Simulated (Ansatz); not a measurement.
Consider the redistribution: `[OH][Al]([SiH3])[Cl]` + `OC(F)[TeH]` → `[OH][Al]([OH])[Cl]` + `FC([SiH3])[TeH]`.

Calculated with Ansatz (gas phase, PBE0-D4/def2-TZVP geometries, no zero-point term in ΔE). CBS: MP2 limit from def2 TZ/QZ plus the TZ coupled-cluster correction, frozen cores. This one scheme is used for every species. Functionals use def2-TZVPP. Elements past krypton have def2 core potentials. For Te outer-core shells are correlated without core-valence functions, which leaves a few kJ/mol of doubt a bond. One conformer a species, not always the lowest.

`[OH][Al]([SiH3])[Cl]`:

Cartesian coordinates in Å:
```
O -2.164 0.192 0.358
Al -0.531 0.187 0.780
Si 1.131 -0.248 -0.943
Cl -0.002 0.552 2.784
H -2.880 0.348 0.973
H 0.996 0.734 -2.054
H 2.509 -0.152 -0.392
H 0.941 -1.612 -1.507
```

`OC(F)[TeH]`:

Cartesian coordinates in Å:
```
O 1.308 0.722 -0.408
C 0.156 0.007 -0.485
F -0.923 0.816 -0.719
Te -0.210 -1.103 1.373
H 1.277 1.288 0.373
H 0.246 -0.689 -1.317
H -1.853 -1.042 1.182
```

`[OH][Al]([OH])[Cl]`:

```xyz
6

O    -0.430   -0.794    1.368
Al    0.077    0.032   -0.005
O    -1.006    0.198   -1.278
Cl    2.006    0.833   -0.125
H     0.135   -0.924    2.127
H    -0.782    0.655   -2.087
```

`FC([SiH3])[TeH]`:

Cartesian coordinates in Å:
```
F 0.593 -0.764 -1.611
C -0.149 -0.115 -0.639
Si 0.965 0.529 0.754
Te -1.647 -1.404 0.212
H -0.701 0.697 -1.119
H 0.204 1.549 1.517
H 2.191 1.129 0.169
H 1.334 -0.601 1.645
H -2.791 -1.021 -0.928
```

Q: Is it downhill or uphill in electronic energy at CCSD(T)/CBS, and by how much? (Estimate.)

A: Ansatz gave: Downhill: ΔE = -160.2 kJ/mol.

Q: What do these levels give: LDA (SPW92), PBE-D4, CAM-B3LYP-D4, PBE, CAM-B3LYP, HF/def2-QZVPP? (An estimate is asked.)

A: Ansatz gave: LDA (SPW92) -121.2, PBE-D4 -126.9, CAM-B3LYP-D4 -151.7, PBE -124.1, CAM-B3LYP -149.4, HF/def2-QZVPP -157.3 kJ/mol.

Largest T1 diagnostic among the species: 0.012.

From PBE to PBE0 (25 % exact exchange), in def2-TZVPP and without D4, ΔE moves by −7.5 kJ/mol. Leaving LDA and LC-ωPBE aside and taking each functional with its dispersion term where it has one, the values, not all of them listed here, spread over 29.8 kJ/mol, from BHLYP-D4 to PBE-D4.
